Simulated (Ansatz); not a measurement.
Reaction (ligand exchange at the Si–O bond): `CO[Si](N)(F)[SiH3]` + HCl → `N[Si](F)([SiH3])Cl` + CH₃OH

Computed with Ansatz on PBE0-D4/def2-TZVP structures; ΔE is electronic, products minus reactants. CBS: MP2 limit from def2 TZ/QZ plus the TZ coupled-cluster correction, frozen cores. This one scheme is used for every species. DFT in def2-TZVPP. B3LYP here is the variant with VWN-RPA as its local correlation; programs differ in this. One conformer a species, not always the lowest.

(1) Is it downhill or uphill in electronic energy at CCSD(T)/CBS, and by how much? (Best estimate.)

(2) What do these levels give: PBE0-D4, B3LYP-D4, ωB97M-V, PBE0, MP2/CBS(def2), CCSD/CBS(def2)? (Estimate.)

Largest T1 diagnostic among the species: 0.012.

## Answers

(1) Ansatz gave: Uphill: ΔE = +0.11 eV.

(2) Ansatz gave: PBE0-D4 0.03, B3LYP-D4 0.12, ωB97M-V 0.09, PBE0 0.01, MP2/CBS(def2) 0.06, CCSD/CBS(def2) 0.11 eV.
